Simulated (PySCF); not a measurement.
A barrier at the coupled-cluster level

Start structure (GeH5SF, closed shell), relaxed at PBE0-D4/def2-TZVP:

Ge1  (-0.376, 0.169, -1.310)
F2  (1.168, -0.445, -0.757)
H3  (-0.245, 0.250, -2.836)
H4  (-0.547, 1.546, -0.662)
H5  (-1.430, -0.845, -0.861)
H6  (0.933, -0.645, 1.531)
S7  (0.020, -0.322, 2.462)
H8  (0.548, 0.899, 2.635)
(Å)

The step: GeH₃F ([F][GeH3]) + H₂S → GeH₄S ([SH][GeH3]) + HF; bonds formed: Ge1–S7, F2–H6; bonds broken: Ge1–F2, H6–S7. Computed with PySCF 2.14 with density fitting (its default auxiliary sets; JK sets also for MP2 and CCSD(T)) (basis: def2-TZVPP and def2-QZVPP); correlated methods freeze the cores. Filled d shells of the heavier atoms are correlated. The def2 sets are not built for correlating such inner shells, so the correlated values are less sure here. Extrapolation: Hartree–Fock as exp(−7.88 √X), correlation as X^−2.97. Energies below are by CCSD(T) at an estimated basis limit (MP2 extrapolated from triple and quadruple zeta, plus CCSD(T) − MP2 in triple zeta).

Q: What are the electronic barrier and the energy of the step, from the start structure to the end structure? (To be estimated.)

A: By the calculation: Barrier 34.63 kcal/mol; step energy -1.69 kcal/mol (downhill); reverse barrier, their difference, 36.33 kcal/mol. Barrier and step energy count from the start structure, the reverse barrier from the end structure.

The saddle point: One imaginary mode of 661i cm⁻¹.
```
  pair  start (Å)  saddle (Å)  end (Å)
Ge1–S7       3.82        2.60     2.24
 F2–H6       2.31        1.16     0.94
Ge1–F2       1.75        2.05     3.67
 H6–S7       1.34        1.60     2.19
```

Zero-point energy (harmonic, PBE0-D4): ZPE is 26.44 kcal/mol at the start and 25.75 kcal/mol at the saddle, so the barrier goes from 34.63 to 33.94 kcal/mol.

The T1 diagnostic stays at or below 0.013.

Exchanges of this kind with a chalcogen hydride build sulfide and selenide films.

Labels in which every atom is bracketed show which atoms are joined, not bond orders.

For scale, one of the runs: CCSD(T)/def2-TZVPP, 191 basis functions, launched by `OMP_NUM_THREADS=4 python run.py`. Time: 7.4 min of wall clock on 4 CPU threads of an Arm Neoverse V2; the host was shared. Peak host memory: 2.6 GiB.
